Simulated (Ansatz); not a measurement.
Reaction (cleavage of the Si–Sn bond): `C[SiH](O)[SnH3]` + PH₃ → `C[SiH](O)P` + `[SnH4]`

Calculated with Ansatz (gas phase, PBE0-D4/def2-TZVP geometries, no zero-point term in ΔE). CCSD(T)/CBS adds triple-zeta CCSD(T) − MP2 to the extrapolated MP2 energy (def2 sets, frozen cores). This one scheme is used for every species. Functionals use def2-TZVPP. Elements past krypton have def2 core potentials. For Sn outer-core shells are correlated without core-valence functions, which leaves a few kJ/mol of doubt a bond. Each species was taken in one conformer, which may not be the lowest.

(1) Is it downhill or uphill in electronic energy at CCSD(T)/CBS, and by how much? (An estimate is asked.)

(2) What do these levels give: r2SCAN-D4, PBE0-D4, B2PLYP, r2SCAN, MP2/def2-QZVPP, HF/CBS(def2)? (Best estimate.)

Largest T1 diagnostic among the species: 0.013.

## Answers

(1) The calculation gave: Nearly level: ΔE = -0.9 kJ/mol.

(2) The calculation gave: r2SCAN-D4 -7.4, PBE0-D4 -5.6, B2PLYP -4.0, r2SCAN -7.4, MP2/def2-QZVPP -2.6, HF/CBS(def2) -6.3 kJ/mol.
